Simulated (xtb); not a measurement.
CH6Ge, SMILES [GeH3][CH3]. All values are semi-empirical tight-binding results from xtb (GFN2-xTB unless named), good for trends rather than for accurate numbers. Geometry: GFN2-xTB.

Optimised geometry:

Bond lengths (Å): Ge1–C2 1.959, Ge1–H3 1.494, Ge1–H4 1.494, Ge1–H5 1.494, C2–H6 1.087, C2–H7 1.087, C2–H8 1.087. Angles (°): C2–Ge1–H3 111.4, C2–Ge1–H4 111.4, C2–Ge1–H5 111.4, H3–Ge1–H4 107.4, H3–Ge1–H5 107.4, H4–Ge1–H5 107.4, Ge1–C2–H6 110.8, Ge1–C2–H7 110.8, Ge1–C2–H8 110.8, H6–C2–H7 108.2, H6–C2–H8 108.2, H7–C2–H8 108.2.
Charge 0, spin multiplicity 1.

For metal compounds this method's bond lengths and energies can be far off.

| Property | Value |
|---|---|
| point group as xtb finds it | C3v |
| orbital gap | 8.82 eV |
| zero-point energy | 36.2 kcal/mol |
| G − E(el) at 298.15 K (modified RRHO) | 20.4 kcal/mol |

**Question.** Give the atomic charges and the Wiberg bond orders between heavy atoms. (The exact figures need the calculation; the answer reports its results.)

**Answer.** charges (e) Ge1 0.09, C2 -0.14, H3 -0.03, H4 -0.03, H5 -0.03, H6 0.05, H7 0.05, H8 0.05. Bond orders Ge1–C2 0.95.
